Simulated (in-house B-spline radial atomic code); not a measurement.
# Fe5+: [Ar] 3d2 7g1 (an excited or competing configuration)

Computed with a B-spline radial code for spherical atoms: Dirac-Hartree-Fock, average of configuration, Fermi nucleus of rms radius 3.7377 fm.

Z_r = [3n² - l(l+1)]/(2<r>); Z_e = n√(-2ε); the last column is Slater's effective charge. Values are occupation-weighted means over j.

```json
{"shell": "1s", "electrons": "2", "ε (eV)": "-7291.8", "<r> (bohr)": "0.05843", "Z_r": "25.67", "Z_e": "23.15", "Slater": "25.70"}
{"shell": "2s", "electrons": "2", "ε (eV)": "-999.26", "<r> (bohr)": "0.2649", "Z_r": "22.65", "Z_e": "17.14", "Slater": "21.85"}
{"shell": "2p", "electrons": "6", "ε (eV)": "-864.65", "<r> (bohr)": "0.2345", "Z_r": "21.32", "Z_e": "15.94", "Slater": "21.85"}
{"shell": "3s", "electrons": "2", "ε (eV)": "-220.02", "<r> (bohr)": "0.7715", "Z_r": "17.50", "Z_e": "12.06", "Slater": "14.75"}
{"shell": "3p", "electrons": "6", "ε (eV)": "-177.14", "<r> (bohr)": "0.797", "Z_r": "15.68", "Z_e": "10.82", "Slater": "14.75"}
{"shell": "3d", "electrons": "2", "ε (eV)": "-120.41", "<r> (bohr)": "0.8195", "Z_r": "12.81", "Z_e": "8.92", "Slater": "7.65"}
{"shell": "7g", "electrons": "1", "ε (eV)": "-10.005", "<r> (bohr)": "10.57", "Z_r": "6.01", "Z_e": "6.00", "Slater": "-"}
```

The least bound orbital is 7g9/2 at -10.01 eV, and it is also the most diffuse (<r> = 10.57 bohr).

Spin-orbit splittings of the orbital energies (j = l + 1/2 above j = l - 1/2 when positive): 2p 12.67 eV, 3p 1.867 eV, 3d 0.2245 eV, 7g 0.0001032 eV.

For the 1s electron the small component carries 0.875 % of the norm, the zero-frequency Breit interaction raises the level by 8.39 eV, self-energy by 4.122 eV, and vacuum polarisation lowers it by 0.3513 eV.

The density falls to 0.001 bohr⁻³ at 2.342 bohr; Σ<r²> = 134.21 bohr² gives, by the non-relativistic formula and without the paramagnetism of open shells, a Langevin diamagnetic susceptibility of -106.3×10⁻⁶ cm³/mol.
